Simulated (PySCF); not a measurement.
C₄H₁₁N₃P₂.
Numbering: `[CH3:1][N:2]1[CH:3]=[CH:4][N:5]([CH3:6])[P:7]1(=[NH:8])[PH2:9]` (hydrogens: H10, H11, H12 on C1; H13 on C3; H14 on C4; H15, H16, H17 on C6; H18 on N8; H19, H20 on P9)

The same species was optimised twice, with GFN2-xTB and with PBE0-D3(BJ)/def2-SVP (PySCF), and the same property calculations (PySCF, gas phase) were run on both structures.

```
  coordinate  GFN2-xTB  PBE0-D3(BJ)/def2-SVP  change
   C3=C4 (Å)     1.334                 1.348  +0.014
   P7–P9 (Å)     2.200                 2.212  +0.012
   N5–P7 (Å)     1.700                 1.709  +0.009
   P7=N8 (Å)     1.552                 1.559  +0.007
   N5–C6 (Å)     1.436                 1.438  +0.002
   C1–N2 (Å)     1.435                 1.437  +0.002
   N2–P7 (Å)     1.706                 1.709  +0.003
   C4–N5 (Å)     1.394                 1.396  +0.002
   N2–C3 (Å)     1.396                 1.397  +0.001
N5–P7–P9 (°)     107.3                 106.1    -1.2
N5–P7–N8 (°)     122.7                 123.9    +1.2
C6–N5–P7 (°)     121.8                 122.6    +0.8
N2–P7–N5 (°)      88.8                  89.3    +0.5
N8–P7–P9 (°)     102.6                 102.1    -0.5
C1–N2–P7 (°)     122.6                 122.3    -0.3
N2–P7–P9 (°)     113.1                 112.8    -0.3
C3–N2–P7 (°)     112.6                 112.8    +0.2
```

Rotational constants: A = 1341, B = 1281, C = 915.5 MHz (GFN2-xTB) against A = 1327, B = 1275, C = 905.1 MHz (PBE0-D3(BJ)/def2-SVP). Point groups within 0.08 Å: C1 and C1.

On the GFN2-xTB structure: HOMO (eV) -5.25 [PBE0/pcSseg-1]; LUMO (eV) 0.36 [PBE0/pcSseg-1]; dipole (D) 3.34 [PBE0/pcSseg-1]; GIAO shielding of C1/C6 (mean) (ppm) 156.5 [PBE0/pcSseg-1]; GIAO shielding of N2/N5 (mean) (ppm) 161.8 [PBE0/pcSseg-1]; GIAO shielding of C3/C4 (mean) (ppm) 68.4 [PBE0/pcSseg-1]; GIAO shielding of P7 (ppm) 286.6 [PBE0/pcSseg-1]; GIAO shielding of N8 (ppm) 188.9 [PBE0/pcSseg-1]; GIAO shielding of P9 (ppm) 554.6 [PBE0/pcSseg-1].

Q: What do these properties become on the PBE0-D3(BJ)/def2-SVP structure?

A: 
```tsv
property	level	on GFN2-xTB	on PBE0-D3(BJ)/def2-SVP	change
HOMO (eV)	PBE0/pcSseg-1	-5.25	-5.24	+0.01
LUMO (eV)	PBE0/pcSseg-1	0.36	0.34	-0.02
dipole (D)	PBE0/pcSseg-1	3.34	3.51	+0.17
energy, GFN2-xTB geometry as zero (kcal/mol)	PBE0/pcSseg-1	0.0	-1.6	-1.6
GIAO shielding of C1/C6 (mean) (ppm)	PBE0/pcSseg-1	156.5	154.9	-1.6
GIAO shielding of N2/N5 (mean) (ppm)	PBE0/pcSseg-1	161.8	159.1	-2.7
GIAO shielding of C3/C4 (mean) (ppm)	PBE0/pcSseg-1	68.4	66.1	-2.3
GIAO shielding of P7 (ppm)	PBE0/pcSseg-1	286.6	285.6	-1.0
GIAO shielding of N8 (ppm)	PBE0/pcSseg-1	188.9	182.5	-6.4
GIAO shielding of P9 (ppm)	PBE0/pcSseg-1	554.6	537.4	-17.2
```

The heavy atoms differ by 0.028 Å rms after alignment. Among bonds between heavy atoms C3=C4 changes most (+0.014 Å). Changes are differences of the printed values. Neither structure is proved a minimum here.
